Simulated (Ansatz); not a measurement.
Born–Oppenheimer molecular dynamics of CH5ClGe (8 atoms, charge 0, multiplicity 1). It starts from a relaxed structure.

Computed with Ansatz, RKS PBE-D4/def2-SVP.

```json
{
  "ensemble": "NVT, Langevin thermostat",
  "time step": "1 fs",
  "steps asked": "150",
  "set temperature": "400 K",
  "friction": "0.02 /fs",
  "seed": "732639"
}
```

First frame:

```xyz
8
Properties=species:S:1:pos:R:3
Ge -0.001 0.021 -0.036
Cl 0.011 -0.274 2.134
C 1.855 0.005 -0.649
H 2.324 -0.969 -0.411
H 1.890 0.164 -1.746
H 2.426 0.810 -0.149
H -0.693 1.385 -0.297
H -0.831 -1.142 -0.639
```

Problem. How far do the bonds stretch over the last three quarters of this one trajectory? (Pairs bonded in most of those frames.)

Solution. 
```json
{"bond": "Ge1–Cl2", "mean (Å)": "2.211", "spread (Å)": "0.031", "shortest": "2.16", "longest": "2.25"}
{"bond": "Ge1–C3", "mean (Å)": "1.967", "spread (Å)": "0.035", "shortest": "1.90", "longest": "2.04"}
{"bond": "Ge1–H7", "mean (Å)": "1.553", "spread (Å)": "0.036", "shortest": "1.48", "longest": "1.63"}
{"bond": "Ge1–H8", "mean (Å)": "1.558", "spread (Å)": "0.027", "shortest": "1.49", "longest": "1.63"}
{"bond": "C3–H4", "mean (Å)": "1.113", "spread (Å)": "0.042", "shortest": "1.05", "longest": "1.19"}
{"bond": "C3–H5", "mean (Å)": "1.113", "spread (Å)": "0.019", "shortest": "1.07", "longest": "1.15"}
{"bond": "C3–H6", "mean (Å)": "1.112", "spread (Å)": "0.034", "shortest": "1.05", "longest": "1.17"}
```

Mean temperature of the second half: 389 K. A run of 0.15 ps of so small a system gives no equilibrium averages.

Run time: 6.7 min on 1 thread of Arm Neoverse V1, on a shared host, peak memory 0.13 GiB.
